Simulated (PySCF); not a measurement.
Ca (calcium, neutral): UHF calculation

Configuration: [Ar] 4s2, closed-shell 1S. All numbers are calculated (PySCF 2.14, the non-relativistic Hamiltonian (point nucleus), in 6-31G*).

```json
{
 "Total energy": "-676.707923 hartree",
 "One-electron energy": "-926.3747 hartree",
 "Hartree (Coulomb) energy": "284.8747 hartree",
 "Exchange energy": "-35.2079 hartree",
 "Kinetic energy": "676.64041 hartree",
 "⟨S²⟩": "0.0000",
 "⟨L²⟩": "0.000",
 "Sum of ⟨r⟩": "21.24 bohr",
 "Sum of ⟨r²⟩": "56.53 bohr²",
 "Density at the nucleus (Gaussians lack the cusp)": "5000 bohr⁻³",
 "Langevin diamagnetic susceptibility": "-44.8 ×10⁻⁶ cm³/mol",
 "Time after the integrals": "0.05 s of wall time on 1 thread of Neoverse-V2 (shared host)"
}
```

```csv
shell,electrons,mean orbital energy (eV),"rms radius, mean of both spins (bohr)"
1s,2,-4064.0,0.0896
2s,2,-457.76,0.395
2p,6,-370.87,0.363
3s,2,-61.095,1.24
3p,6,-36.477,1.38
4s,2,-5.320,4.52
```
